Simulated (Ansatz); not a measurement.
Coupled-cluster diagnostics for PbBr₂, Ansatz.

Geometry of the singlet (B3LYP-D4/def2-TZVP):

```xyz
3

Pb   -0.387    0.115    1.044
Br   -1.320   -1.345   -0.941
Br    1.707    1.230   -0.103
```

In the def2 sets Pb takes a core potential; there is no spin–orbit coupling. Correlated methods freeze 22 core orbitals; core or outer-core shells of Pb, Br are correlated, in sets that lack core-valence functions. The structure comes from a short search, and lower isomers may exist.

Task: Estimate the CCSD(T) correlation energy, the shares of MP2 and (T), T1 and the reference's ⟨S²⟩ for: charge 0, singlet, own geometry in def2-TZVPP; and the rough time on 4 threads of AMD EPYC 7B13 on a shared host.

Result: 
| state | basis | correlation (eV) | MP2 share (%) | (T) share (%) | T1 | ⟨S²⟩ (pure) | wall time |
| --- | --- | --- | --- | --- | --- | --- | --- |
| charge 0, singlet, own geometry | def2-TZVPP | -25.607 | 99.3 | 3.1 | 0.011 | 0.00 (0.00) | 8 s |
Customary marks for T1 are 0.02 (closed shells), 0.045 (open shells) and about 0.05 (3d metals). T1 stays under 0.02 throughout.
